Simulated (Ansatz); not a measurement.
Reactions of `CSC(F)[SeH]`.

Gas-phase electronic energies from Ansatz, PBE0-D4/def2-TZVP geometries. CCSD(T)/CBS is the MP2 limit (def2-TZVPP, def2-QZVPP) plus CCSD(T) − MP2 in def2-TZVPP, frozen cores. This one scheme is used for every species. Double bonds are as drawn, so ΔE can hold a change between cis and trans. DFT in def2-TZVPP. Triplets are unrestricted, without spin–orbit coupling. def2 core potentials past Kr. For Br, Ge, Se, Sn outer-core shells are correlated without core-valence functions, which leaves a few kJ/mol of doubt a bond. Scalar relativity is left out up to krypton. Each species was taken in one conformer, which may not be the lowest.

```
                                                          reaction  CCSD(T)/CBS(def2) (kJ/mol)
`CSC(F)[SeH]` + `[OH][SnH2][Br]` → `C[O][SnH2][Br]` + `FC(S)[SeH]`                           ?
                                `CSC(F)[SeH]` + H₂ → `CSCF` + H₂Se                         -73
                     `CSC(F)[SeH]` + CH₃OH → `COC(F)[SeH]` + CH₃SH                           0
         `CSC(F)[SeH]` + `[Cl][GeH3]` → `[Cl][GeH2][SeH]` + `CSCF`                           ?
                  `CSC(F)[SeH]` → `[CH2]` (triplet) + `FC(S)[SeH]`                         433
             `CSC(F)[SeH]` + `[SiH3]Br` → `[SeH][SiH2]Br` + `CSCF`                        -119
           `CSC(F)[SeH]` + `O/C=C\Cl` → `O/C=C(/Cl)[SeH]` + `CSCF`                          12
```

Q: Fill in the missing values. (Best estimate.)

A: Ansatz gave: `CSC(F)[SeH]` + `[OH][SnH2][Br]` → `C[O][SnH2][Br]` + `FC(S)[SeH]`: +53.5 kJ/mol; `CSC(F)[SeH]` + `[Cl][GeH3]` → `[Cl][GeH2][SeH]` + `CSCF`: -109.9 kJ/mol.

Largest T1 diagnostic: 0.012, for `O/C=C\Cl`.
